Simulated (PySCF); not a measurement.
# Calculated NMR parameters of C=C/C(C)=N\[C@H]([SiH3])/C=N\C

```yaml
Formula: C7H14N2Si
SMILES: C=C/C(C)=N\[C@H]([SiH3])/C=N\C
Point_group_of_the_computed_structure: C1
Degrees_of_unsaturation: 3
Carbon_signals: 7
Proton_signals: 8
```

Atom-mapped SMILES (the numbers label the heavy atoms): `[CH2:1]=[CH:2]/[C:3]([CH3:4])=[N:5]\[C@H:6]([SiH3:7])/[CH:8]=[N:9]\[CH3:10]`. Each H is labelled by its parent atom. Ha(C1) is cis to C3; Hb(C1) is trans to C3.

- shielding tensors at PBE0/pcSseg-1 (GIAO)
- structure optimised with GFN2-xTB
- code: PySCF
- in vacuum, relativity neglected, equivalent nuclei averaged, single conformer

Scale: 1H (31.72 ppm), 13C (186.93 ppm), 29Si (349.16 ppm) against TMS; 15N (267.73 ppm) against NH3 (reference shieldings calculated alike).

| carbon | δC, type | δH (multiplicity) | HMBC from (2–3 bonds) | span of the C tensor (ppm) |
| --- | --- | --- | --- | --- |
| C1 | 130.0, CH2 | Ha(C1) 5.92 (m); Hb(C1) 5.95 (m) | H(C2) | 225 |
| C2 | 131.8, CH | 6.87 (m) | Hb(C1), Ha(C1), H(C4) | 230 |
| C3 | 163.1, C | – | H(C2), Hb(C1), Ha(C1), H(C6), H(C4) | 195 |
| C4 | 27.4, CH3 | 2.28 (s) | H(C2) | 45 |
| C6 | 52.6, CH | 5.43 (m) | H(C8), H(Si7) | 47 |
| C8 | 171.4, CH | 8.35 (d) | H(C6), H(Si7), H(C10) | 182 |
| C10 | 41.3, CH3 | 3.62 (s) | H(C8) | 47 |

Other nuclei:
```csv
atoms,nucleus,environment,δ (ppm),σ (ppm)
H(Si7),1H,hydrogen on a silicon bonded to C,3.70,28.02
Si7,29Si,"silicon bonded to C, 3 H",-77.9,427.0
N5,15N,imine nitrogen,371.6,-103.9
N9,15N,imine nitrogen,365.0,-97.2
```

- Carbon types of the structure: 1 × C, 3 × CH, 1 × CH2, 2 × CH3, leaving 3 H on heteroatoms.
- δC 171.4, 163.1: C=N carbon.
- δC 131.8: alkene CH; as expected for a trigonal carbon in a double bond.
- δC 130.0: terminal =CH2 carbon; an sp2 carbon of a C=C bond.
- δC 52.6: sp3 CH bonded to N and Si; the inductive effect lowers its shielding.
- δC 27.4: methyl carbon; a saturated carbon with 1 carbon neighbour and no heteroatom attached.

Shifts are as computed. Against solution values, carbons near 30 ppm lie about +3 ppm off and those near 130 ppm about +5 ppm. Of 1211 compounds with measured shifts, 218 miss one by over three times the rms of a fit or turn the order of signals round; such compounds aren't used in these exercises. Experimental scales use liquid or dissolved standards, which lie at an offset from isolated NH3 (liquid NH3: subtract about 20 ppm). Unscaled 15N shifts of sp2 nitrogen come out 20 to 40 ppm too high even then. Multiplicities follow the n + 1 count of equivalent neighbours, as no J values were calculated; m marks all less simple cases, F and P coupling included.
